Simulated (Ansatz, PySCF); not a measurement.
Pair of molecules: C2H2 (SMILES C#C) (first 4 atoms) with CH3F (SMILES CF); geometry from B3LYP-D3(BJ)/def2-TZVP, rigid monomers moved along the line of their centres of mass till H3···F6 is 2.00 Å.
(charge 0, multiplicity 1):
```xyz
9

C     -0.133    -0.106     0.112
C      0.357     0.382    -0.866
H     -0.560    -0.534     0.990
H      0.787     0.811    -1.737
C      0.633    -0.029     3.420
F     -0.474    -0.753     2.972
H      1.116     0.434     2.559
H      0.286     0.734     4.117
H      1.317    -0.717     3.916
```

Interaction energies are E(AB) − E(A) − E(B) at the monomers' geometry in the complex; basis-set methods are counterpoise corrected. Rows marked so take none.

Rows in 3-21G, 6-31G* carry no dispersion term and start afresh at each structure (6-31G* with six Cartesian d functions).

Programs: Ansatz (a quantum-chemistry and plane-wave program); PySCF for 3-21G rows, 6-31G* rows, the dispersion terms. 

Problem. One of these levels gives -0.87 kcal/mol for the interaction energy. Name it.
A. B3LYP/3-21G (no counterpoise)
B. B3LYP/6-31G*
C. PBE-D4/def2-TZVPPD

Solution. B, B3LYP/6-31G*. The others give -1.88 (PBE-D4/def2-TZVPPD), -8.80 (B3LYP/3-21G (no counterpoise))
